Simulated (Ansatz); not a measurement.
Pulling on the In1–Cl2 bond in InCl (multiplicity 1 held). Energies count from the point at 2.441 Å.


Restricted levels (R-, RO-) in cc, def2 and unpolarised 6-31G sets keep to the state of the molecule at rest. U- levels take the lowest unrestricted solution at each point, which mixes spins at long bonds. Curves can end on different states.

Correlated levels freeze the cores. Filled d and f shells under p-block atoms count as core.

The values were computed with Ansatz (an electronic-structure program) with Gaussian orbitals. Each number belongs to the level named beside it. In def2 rows elements past Kr take small-core potentials, without spin–orbit coupling.

Energies in kcal/mol.

```
R (Å)  R-HF/def2-TZVPP  U-PBE/def2-TZVPP  U-wB97X-V/def2-TZVPP  U-SCS-MP2/def2-TZVPP  R-CCSD(T)/def2-TZVPP
-----  ---------------  ----------------  --------------------  --------------------  --------------------
1.953             52.1              49.9                  47.0                  53.5                  53.4
2.197              8.3               8.3                   6.7                   8.8                   8.7
2.441              0.0               0.0                   0.0                   0.0                   0.0
2.685              5.1               4.7                   6.2                   5.3                   5.4
2.929             14.7              13.9                  16.6                  15.5                  15.7
3.295             30.2              29.1                  33.4                  31.9                  32.3
3.661             44.3              42.5                  48.4                  46.8                  47.3
4.272             62.7               [?]                  68.2                  66.6                  67.3
4.882             76.1              69.4                  82.5                  81.1                  81.8
5.614             87.6              75.8                  93.9                 103.0                  94.0
6.591             97.9              79.7                 101.7                 103.8                 103.7
7.811            106.5               [?]                 105.7                 103.9                 114.8
9.764            115.2              83.8                 107.3                 104.0                 123.4
```

Complete the blanks.


- 7.811, U-PBE/def2-TZVPP: 82.0
- 4.272, U-PBE/def2-TZVPP: 59.1

Doubts at one or more of the structures used: a restricted determinant that unrestricted orbitals would lower (R-HF/def2-TZVPP, R-CCSD(T)/def2-TZVPP); a spin-contaminated determinant (U-PBE/def2-TZVPP, U-wB97X-V/def2-TZVPP, U-SCS-MP2/def2-TZVPP); T1 above 0.05 (R-CCSD(T)/def2-TZVPP).
